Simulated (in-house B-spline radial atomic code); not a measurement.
# Ionising Ag²⁺ with different functionals

Computed with an all-electron radial atomic-structure program (B-spline basis): four-component Dirac-Coulomb Hamiltonian, Fermi nucleus of rms radius 4.5454 fm, spin-restricted, spherical fractional occupations for the functionals, and exact exchange of hybrids averaged over the configuration. The ionisation energy is the difference of two self-consistent energies, [Kr] 4d9 → [Kr] 4d8, without Breit or QED terms; ε is the level of the shell that loses the electron (mean over j). The electron is taken from both j subshells in proportion to 2j + 1, so the result is a j average, not the step between ground levels.

```
 method                    rung  ΔSCF (eV)  -ε(4d) (eV)
  B3LYP           global hybrid          ?            ?
  B97-1           global hybrid          ?            ?
   PBE0           global hybrid      36.01        30.96
LC-wPBE  range-separated hybrid      35.98        33.75
```

(1) What does B97-1 give?

(2) What does B3LYP give?

(3) Among the functionals, which spreads more, the ΔSCF values or the orbital energies?

(4) How do they compare with the NIST value?

## Answers

(1) ΔSCF 35.95 eV, and -ε(4d) = 30.55 eV.

(2) ΔSCF 36.11 eV, and -ε(4d) = 30.62 eV.

(3) The orbital energies: ΔSCF values span about 0.16 eV and the orbital energies 3.20 eV; here energy differences depend much less on the functional than eigenvalues do.

(4) NIST lists 34.8 eV ± 0.3 (semi-empirical, ground level to ground level). Errors run from +1.15 to +1.31 eV. The correlated functionals all miss on the same side by more than they spread, so the cause is common to them (Breit-QED terms, spin polarisation, the choice among j levels, multiplet and fine-structure energies, or a listed next ion that isn't the cheapest removal here) and closeness doesn't rank the functionals.
